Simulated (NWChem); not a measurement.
System: C₂H₅AlF₂; SMILES [CH2]([Al]([F])[F])C

```xyz
10

Al     0.0114     0.5672    -0.0005
F     -1.6365     0.7672    -0.0007
F      0.9081     1.9639     0.0017
C      0.8430    -1.1834    -0.0033
C     -0.1034    -2.3839     0.0028
H      1.5264    -1.2159     0.8652
H      1.5163    -1.2172    -0.8797
H     -0.7663    -2.3895    -0.8762
H     -0.7551    -2.3893     0.8903
H      0.4491    -3.3373    -0.0005
```
Atoms are numbered in this order, from 1.

All runs: NWChem. All runs use the structure optimised with PBE0/def2-SVP. Hybrids' shares of exact exchange are those that their runs print; pure functionals count as 0. The functionals differ in more than this share.

```
row             share of exact exchange  orbital gap (eV)
--------------  -----------------------  ----------------
PBE/def2-SVP                       0.00              5.93
BLYP/def2-SVP                      0.00              5.82
TPSSh/def2-SVP                     0.10              7.11
B3LYP/def2-SVP                     0.20          withheld
MPW1K/def2-SVP                     0.43              9.74
```

**Question.** Fit a straight line of the last column on the one before it, predict the withheld value, and compare with the run.

**Answer.** 
1. Means of the 4 shown rows: x = 0.133, y = 7.150. Slope Σ(x − x̄)(y − ȳ)/Σ(x − x̄)² = 1.110/0.1247 = 8.901; intercept 5.971.
2. The shown rows scatter about the line by 0.150 (root mean square); the largest residual is +0.25, at TPSSh/def2-SVP.
3. At x = 0.20 (B3LYP/def2-SVP; inside the shown range) the line gives 7.75.
4. The run gives 7.58, -0.17 from the line, 1.1 times the scatter.
